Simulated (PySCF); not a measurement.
# One molecule, several mistakes: BCH7NSi

These are calculations, not measurements. They come from PySCF 2.14.0, an open-source quantum chemistry program, on an isolated molecule that a program drew, which may never have been made. The molecule is BCH7NSi (charge 0, doublet), drawn as the SMILES string `BN([CH2])[SiH3]`.

Each row is a Hartree-Fock (HF) and frozen-core CCSD(T) single point in the cc-pV(D+d)Z basis, meant for a local HF minimum. Run 1 is clean. Each other run has one planted mistake out of seven kinds, and not every kind appears here: one electron removed, one electron added, multiplicity raised by two, geometry at a saddle point, minimal basis STO-3G, one bond length entered in bohr, all coordinates scaled. The reference is restricted for singlets and unrestricted otherwise, and also for a bond in bohr. Adding or removing an electron swaps singlet and doublet. Electrons count all cores. HOMO and LUMO are orbital energies over both spins, the gradient is its largest component, and the lowest frequency (negative if imaginary) is given only where the gradient is small. Bond lengths are over the 10 bonds as drawn. T1 is the CCSD diagnostic: over 0.02 (restricted) or 0.045 (unrestricted) a single reference is doubtful.

Geometry of the clean run:
```xyz
11
BCH7NSi, angstrom
B    -1.5185   -0.4733    0.1408
N    -0.2374    0.0132    0.4832
C     0.8309   -0.0671   -0.4318
Si    0.0947    0.8074    2.0249
H    -2.4217   -0.3689    0.9224
H    -1.6880   -0.9884   -0.9308
H     0.6657   -0.5991   -1.3569
H     1.8399    0.0758   -0.0681
H     0.4674    2.2208    1.7959
H     1.2390    0.1319    2.6766
H    -1.1048    0.7251    2.8744
```

| run | electrons | basis functions | <S^2> | HOMO (eV) | LUMO (eV) | gradient (hartree/bohr) | lowest frequency (cm^-1) | mean bond (Å) | longest bond (Å) | T1 | HF (hartree) | CCSD(T) (hartree) | mistake |
|---|---|---|---|---|---|---|---|---|---|---|---|---|---|
| 1 | 39 | 100 | 0.764 | -8.55 | 3.02 | 1.2e-05 | 80 | 1.3581 | 1.766 | 0.0168 | -410.01650 | -410.56529 | no fault |
| 2 | 39 | 100 | 3.780 | -5.32 | -2.80 | 3.9e-02 | - | 1.3581 | 1.766 | 0.0263 | -409.76489 | -410.31078 | multiplicity raised by two |
| 3 | 38 | 100 | 0.000 | -17.53 | -5.49 | 1.3e-01 | - | 1.3581 | 1.766 | 0.0202 | -409.75642 | -410.29645 | one electron removed |
| 4 | 39 | 31 | 0.766 | -6.57 | 7.84 | 4.2e-02 | - | 1.3581 | 1.766 | 0.0197 | -405.20323 | -405.43603 | minimal basis STO-3G |
| 5 | 39 | 100 | 1.365 | -8.81 | 2.56 | 2.5e-02 | - | 1.4649 | 2.270 | 0.0606 | -409.89340 | -410.44612 | ? |

**Which mistake was planted in run 5, and what did it cost?**

The mean bond changes by a factor of 1.079 and the longest by 1.285, so the molecule wasn't scaled as a whole. A length L in bohr read as angstrom grows by (1/0.5292 - 1) L = 0.890 L. The 10 bonds together grew by 10 x 0.1068 = 1.068 Å, which gives L = 1.200 Å. That is the length of one of the B-H bonds, 1.201 Å in the clean geometry. So the mistake is: one bond length entered in bohr. Subtracting run 1 and multiplying by 627.51 kcal/mol a hartree, the energy moved by 77.2 kcal/mol in HF and 74.8 kcal/mol in CCSD(T).

Cautions from the logs. Run 3: T1 is over the limit, so its CCSD(T) energy is less reliable; run 5: T1 is over the limit, so its CCSD(T) energy is less reliable.
